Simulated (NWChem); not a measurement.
Species: AuPH$_{4}$; SMILES [PH3]->[AuH]

def2 effective core potentials on Au; no spin-orbit coupling.

Q: Give the equilibrium geometry at PBE0/def2-SVP with def2 effective core potentials on Au (NWChem) as a list of bonds and angles, with the point group.

A: point group C3v; any orientation.
Bonds (Å): Au1–H2 1.607, Au1–P3 2.355, P3–H4 1.419, P3–H5 1.419, P3–H6 1.419. Bond angles (°): H2–Au1–P3 180.0, Au1–P3–H4 119.2, Au1–P3–H5 119.2, Au1–P3–H6 119.2, H4–P3–H5 98.2, H4–P3–H6 98.2, H5–P3–H6 98.2.
